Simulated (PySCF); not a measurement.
Selenium dioxide, SMILES O=[Se]=O, singlet, PBE0/def2-SVP optimised geometry. Atoms within 1.6 Å of the plane z = 0.0 Å (x, y, z in Å): O1 (-1.14, 0.73, 0.00), Se2 (-0.46, -0.73, 0.00), O3 (1.14, -0.73, 0.00).

Computed with PBE0/def2-TZVP in PySCF. Cells within 0.4 Å of a nucleus heavier than hydrogen are left out (blank, or x).

Map of the deformation density (molecule minus spherical neutral atoms) (e/bohr³) on the plane z = 0.0 Å:

```
|2222222222222222222222222222222|
|2222222222222222222222222222222|
|2222222222222222222222222222222|
|2222222222222222222222222222222|
|2222222222222222222222222222222|
|2222222222222222222222222222222|
|2222222222222222222222222222222|
|2222222222222222222222222222222|
|2222222222222222222222222222222|
|2222222222333222222222222222222|
|2222222234785322222222222222222|
|222222235xxx7422222222222222222|
|222222237xxx6422112222222222222|
|222222236xxx5421111222222222222|
|2222222346666410012222222222222|
|2222222234564200023333222222222|
|2222222222221000144576322222222|
|222222111111xxx0365xxx522222222|
|222222111112xxx0374xxx422222222|
|222222111133xxx1365xxx422222222|
|2222221112354221245796322222222|
|2222222222355420123443222222222|
|2222222222233311112332222222222|
|2222222222222211112222222222222|
|2222222222222211112222222222222|
|2222222222222211122222222222222|
|2222222222222222222222222222222|
|2222222222222222222222222222222|
|2222222222222222222222222222222|
|2222222222222222222222222222222|
|2222222222222222222222222222222|
```
Scale: ten equal steps from -0.023 (start of '0') to 0.078 (end of '9'), in the order '0123456789'; x runs from -3.50 to 3.50, y from -3.50 (bottom) to 3.50 (top).
